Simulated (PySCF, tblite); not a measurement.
Compound: C5H15NSi2.
Geometry (GFN2-xTB, Å), atoms numbered from 1 in this order:
```
atom  x, y, z in Å
C1    -2.5965    0.9929    0.5033
C2    -1.6799   -0.2185    0.6301
C3    -1.8423   -1.1343   -0.5802
Si4    0.1314    0.3185    0.8904
C5     0.9809    1.1304   -0.6040
C6     2.4629    0.7435   -0.5733
Si7    2.6226   -1.0470    0.0401
N8     1.1818   -1.0587    0.9988
H9    -2.3212    1.5908   -0.3629
H10   -3.6347    0.6830    0.3859
H11   -2.5263    1.6229    1.3867
H12   -1.9939   -0.7791    1.5168
H13   -1.6051   -0.5995   -1.4976
H14   -2.8678   -1.4965   -0.6559
H15   -1.1794   -1.9933   -0.5041
H16    0.2292    1.1495    2.1063
H17    0.8701    2.2150   -0.6218
H18    0.5380    0.7588   -1.5295
H19    2.9230    0.9037   -1.5491
H20    2.9834    1.4005    0.1254
H21    2.5494   -2.0401   -1.0402
H22    3.8056   -1.2799    0.8731
H23    0.9640   -1.8359    1.5962
```

Computed, not measured: PBE0/pcSseg-1 in PySCF (dipole) on a GFN2-xTB geometry, gas phase.

Masses are those of the commonest isotopes; rigid-rotor values at the optimised geometry. The values belong to one conformer with, in the numbering `[CH3:1][CH:2]([CH3:3])[Si@@H:4]1[CH2:5][CH2:6][SiH2:7][NH:8]1`, C1–C2–Si4–C5 -70°, C2–Si4–C5–C6 -147°, Si4–C5–C6–Si7 37°, C5–C6–Si7–N8 -28°, C6–Si7–N8–Si4 7°.

Task: What are A, B and C (MHz)?

Result: Ia = 188.72, Ib = 586.32, Ic = 642.87 u·Å²; 505379 MHz·u·Å²/I gives A = 2678, B = 862.0, C = 786.1 MHz.

Task: What kind of rotor is it?

Result: A near-prolate asymmetric top. Ray's parameter κ = (2B − A − C)/(A − C) = -0.920; −1 is the prolate and +1 the oblate limit.

Task: What does the inertial defect say?

Result: Not planar: Δ = Ic − Ia − Ib = -132.16 u·Å². For a rigid frame Δ = −2 Σ m c², so Σ m c² = 66.08 u·Å² lies off the ab plane: 22.29 from hydrogen and 43.79 from heavier atoms. The atom farthest from that plane is 2.04 Å away.

Task: Give the other two planar moments, Paa and Pbb, and the rms extents of the mass along the axes.

Result: Paa = Σ m a² = (Ib + Ic − Ia)/2 = 520.23 and Pbb = Σ m b² = (Ia + Ic − Ib)/2 = 122.64 u·Å². With the mass M = 145.07 u, the rms extents √(P/M) along a, b and c are 1.89, 0.92, 0.67 Å.

Task: List the rotational levels J(Ka,Kc) to J = 4 (cm⁻¹).

Result: Above 0(0,0):
J = 1: 1(0,1) 0.0550, 1(1,1) 0.1155, 1(1,0) 0.1181
J = 2: 2(0,2) 0.1648, 2(1,2) 0.2230, 2(1,1) 0.2306, 2(2,1) 0.4123, 2(2,0) 0.4124
J = 3: 3(0,3) 0.3295, 3(1,3) 0.3840, 3(1,2) 0.3992, 3(2,2) 0.5772, 3(2,1) 0.5776, 3(3,1) 0.8864, 3(3,0) 0.8864
J = 4: 4(0,4) 0.5486, 4(1,4) 0.5987, 4(1,3) 0.6240, 4(2,3) 0.7970, 4(2,2) 0.7982, 4(3,2) 1.1065, 4(3,1) 1.1065, 4(4,1) 1.5392, 4(4,0) 1.5392
Those of J = 1 are B + C, A + C and A + B.

Task: Which types of transition are allowed, and where do some lines up to J = 4 fall?

Result: The dipole components are |μa| = 0.46 D, |μb| = 0.21 D, |μc| = 0.14 D. Intensities carry the squares of the components, which stand as 1.00 : 0.21 : 0.10 (a : b : c). Some lines, for components of 0.1 D or more:

| type | branch | J(Ka,Kc) | MHz | lower level (cm⁻¹) |
| --- | --- | --- | --- | --- |
| a | Q | 3(1,2) ← 3(1,3) | 455 | 0.384 |
| b | R | 4(1,3) ← 3(2,2) | 1404 | 0.577 |
| c | Q | 1(1,1) ← 1(0,1) | 1816 | 0.055 |
| b | R | 3(0,3) ← 2(1,2) | 3192 | 0.223 |
| b | R | 2(1,2) ← 1(0,1) | 5036 | 0.055 |
| b | Q | 2(2,1) ← 2(1,2) | 5675 | 0.223 |
| a | R | 4(2,3) ← 3(2,2) | 6591 | 0.577 |
| b | R | 4(1,4) ← 3(0,3) | 8073 | 0.329 |
| b | R | 4(2,3) ← 3(1,2) | 11926 | 0.399 |
| b | R | 3(3,1) ← 2(2,0) | 14213 | 0.412 |
| c | R | 4(3,1) ← 3(2,1) | 15856 | 0.578 |
| b | R | 4(4,1) ← 3(3,0) | 19570 | 0.886 |

Task: Estimate the classical rotational partition function at 10 K, 200 K and 298.15 K.

Result: Point group C1, symmetry number σ = 1; q = (√π/σ)·√((kT/h)³/(ABC)), k/h = 20836.6 MHz/K: 3960 at 10 K, 354000 at 200 K, 644000 at 298.15 K.

Its GFN2-xTB frequencies are all real (lowest 34 cm⁻¹). Constants of a rigid frame at the computed geometry: no zero-point averaging, no centrifugal distortion. A rigid rotor knows nothing of internal rotation, which can split or shift real lines. Quadrupole hyperfine structure (14N) is left out.
